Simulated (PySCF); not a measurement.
## Mayer bond orders and bond lengths

Compound: C4H9ClO2S.
Numbering: `[CH3:1][C:2]([CH3:3])([CH3:4])[S:5](=[O:6])(=[O:7])[Cl:8]` (hydrogens: H9, H10, H11 on C1; H12, H13, H14 on C3; H15, H16, H17 on C4)

Cartesian coordinates in Å at the PBE0-D3(BJ)/def2-SVP level; atoms count from 1:
```xyz
17
C4H9ClO2S angstrom
C      4.291    2.793    4.859
C      4.245    3.328    3.437
C      2.898    3.054    2.767
C      5.409    2.859    2.579
S      4.296    5.167    3.519
O      4.371    5.709    2.177
O      3.305    5.640    4.464
Cl     6.181    5.510    4.419
H      4.199    1.697    4.822
H      3.463    3.194    5.460
H      5.240    3.043    5.352
H      2.771    1.964    2.682
H      2.857    3.488    1.758
H      2.066    3.454    3.362
H      5.338    1.767    2.462
H      6.374    3.095    3.048
H      5.377    3.321    1.583
```

Bond orders from the PBE0/pcSseg-1 density (PySCF). Isolated species at its PBE0-D3(BJ)/def2-SVP geometry, gas phase.

Problem. How far do the computed orders between heavy atoms stray from the drawn ones?

Solution. The largest departure is 0.273, at S5–O6 (drawn double, 1.727) and S5–O7 (drawn double, 1.727). Drawn single, order below 0.88: C2–S5 (0.773) and S5–Cl8 (0.780).

Problem. Set the Mayer orders of the bonds beside their lengths.

Solution. 
| bond | drawn as | length (Å) | Mayer order |
| --- | --- | --- | --- |
| C1–C2 | single | 1.519 | 0.983 |
| C2–C3 | single | 1.530 | 0.979 |
| C2–C4 | single | 1.519 | 0.983 |
| C2–S5 | single | 1.842 | 0.773 |
| S5–O6 | double | 1.449 | 1.727 |
| S5–O7 | double | 1.449 | 1.727 |
| S5–Cl8 | single | 2.116 | 0.780 |
| C1–H9 | single | 1.100 | 0.951 |
| C1–H10 | single | 1.099 | 0.948 |
| C1–H11 | single | 1.099 | 0.950 |
| C3–H12 | single | 1.100 | 0.954 |
| C3–H13 | single | 1.099 | 0.949 |
| C3–H14 | single | 1.099 | 0.948 |
| C4–H15 | single | 1.101 | 0.951 |
| C4–H16 | single | 1.098 | 0.950 |
| C4–H17 | single | 1.099 | 0.948 |

Problem. Sum the orders of all bonds at each heavy atom with more than one neighbour and set the sums beside the valence in the SMILES.

Solution. C1 3.832 (drawn 4), C2 3.718 (drawn 4), C3 3.830 (drawn 4), C4 3.832 (drawn 4), S5 5.007 (drawn 6). Orders between atoms that aren't bonded are not in these sums.

Mayer orders depend on the basis set.
